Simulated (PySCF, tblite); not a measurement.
Isomers of C4H12NSi2 (doublet state). All values are computed: GFN2-xTB (tblite) harmonic vibrations without scaling, gas phase. Against measured fundamentals such values can be off by several per cent, at times by over 20. Modes of hydrogen on silicon can be 10 to 20 % off. One conformer each. Open shells enter through the occupations alone, without spin polarisation, and single modes of such species can be off by tens of per cent.

Electronic energies: B3LYP/pcH-1 single points on the GFN2-xTB geometries (PySCF, gas phase).

```json
{"SMILES": "C[SiH]N([SiH3])C1CC1", "electronic energy, lowest = 0 (kcal/mol)": "0.0"}
{"SMILES": "[SiH2][SiH2]NCC1CC1", "electronic energy, lowest = 0 (kcal/mol)": "11.7"}
{"SMILES": "C[SiH2]N([SiH3])[C@H]1[CH]C1", "electronic energy, lowest = 0 (kcal/mol)": "14.6"}
```

Question: How do GFN2-xTB zero-point energies change the relative energies?

Answer: 
| SMILES | ZPE (kcal/mol) | of it from modes above 1550 cm⁻¹ | electronic (kcal/mol) | with ZPE, lowest = 0 (kcal/mol) | lowest mode (cm⁻¹) | rings |
| --- | --- | --- | --- | --- | --- | --- |
| C[SiH]N([SiH3])C1CC1 | 91.1 | 47.6 | 0.0 | 0.0 | 18 | 1 |
| [SiH2][SiH2]NCC1CC1 | 91.6 | 47.5 | 11.7 | 12.2 | 33 | 1 |
| C[SiH2]N([SiH3])[C@H]1[CH]C1 | 87.9 | 46.4 | 14.6 | 11.4 | 19 | 1 |

The zero-point energies span 3.7 kcal/mol, from `C[SiH2]N([SiH3])[C@H]1[CH]C1` to `[SiH2][SiH2]NCC1CC1`. The lowest isomer stays, but the order above it changes.

Question: And how do the electronic energies of GFN2-xTB itself compare?

Answer: `C[SiH]N([SiH3])C1CC1` 0.0; `[SiH2][SiH2]NCC1CC1` 16.2; `C[SiH2]N([SiH3])[C@H]1[CH]C1` 19.5 kcal/mol, lowest = 0. Against the energies above, taken from the same isomer `C[SiH]N([SiH3])C1CC1`, the largest difference is 4.9 kcal/mol.
